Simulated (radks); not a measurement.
The numbers below are computed, except where a source is named.
Valence configurations of Be II (all share [He]). Code: a radial shooting solver on a logarithmic mesh with Libxc functionals. Model: non-relativistic Kohn-Sham, PBE, spin-polarised, spherical densities, point nucleus; open shells are filled with parallel spins first. Order these by energy: 2s1; 2p1; 2s0.5 2p0.5.

Answer. From the lowest, in eV above it: 2s1 0.000; 2s0.5 2p0.5 2.003; 2p1 3.986. NIST lists [He] 2s1 as the ground configuration; this level of theory agrees among the configurations tried. The energies are those of spherical high-spin densities, not of single terms.
